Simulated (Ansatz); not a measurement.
`[SiH3]B[SiH2]Cl` + HBr → `Cl[SiH2]BBr` + SiH₄ at 500 K and 1 bar (cleavage of the B–Si bond).

Calculated with Ansatz (gas phase, PBE0-D4/def2-TZVP geometries, no zero-point term in ΔE). CBS: MP2 limit from def2 TZ/QZ plus the TZ coupled-cluster correction, frozen cores. This one scheme is used for every species. For Br outer-core shells are correlated without core-valence functions, which leaves a few kJ/mol of doubt a bond. Scalar relativity is left out up to krypton. One conformer a species, not always the lowest.

```csv
species,CCSD(T)/CBS energy (Eh),H − E (kJ/mol),S (J/(mol·K))
`[SiH3]B[SiH2]Cl`,-1066.33624,193.7,443.2
HBr,-2573.91920,30.5,213.7
`Cl[SiH2]BBr`,-3348.83281,122.4,404.7
SiH₄,-291.46306,102.4,230.9
```

H − E and S are ideal-gas, rigid-rotor, harmonic terms from PBE0-D4/def2-TZVP, for one conformer and one mirror image of each species. 1 Eh = 2625.50 kJ/mol, R = 8.31446 J/(mol·K).

Problem. By hand: ΔE, ΔH, ΔS and ΔG.

Solution. ΔE = (-3348.83281) + (-291.46306) − (-1066.33624) − (-2573.91920) = -0.04043 Eh = -106.1 kJ/mol. Δ(H − E) = 122.4 + 102.4 − 193.7 − 30.5 = 0.6, so ΔH = -105.5 kJ/mol. ΔS = 404.7 + 230.9 − 443.2 − 213.7 = -21.3 J/(mol·K). ΔG = -105.5 − 500 × (-21.3)/1000 = -94.8 kJ/mol.

Problem. By hand: the equilibrium constant, and the temperature at which ΔG would vanish if ΔH and ΔS stayed fixed.

Solution. log₁₀ K = −ΔG/(RT ln 10) = 9.9. ΔG = 0 at ΔH/ΔS = 4953 K, far beyond where these terms or the molecules hold.

ΔH outweighs TΔS. A doubt of 5 kJ/mol in ΔE shifts log₁₀ K by 0.5 here. Other conformers and mirror images would add mixing entropy, several J/(mol·K) or more a flexible species. Modes under 60 cm⁻¹, often nearly free rotors, make the harmonic entropy too high. These are equilibria of isolated gas molecules and say nothing of rates. Largest T1 diagnostic: 0.012 (customary marks: 0.02 for closed shells, 0.045 for open ones).
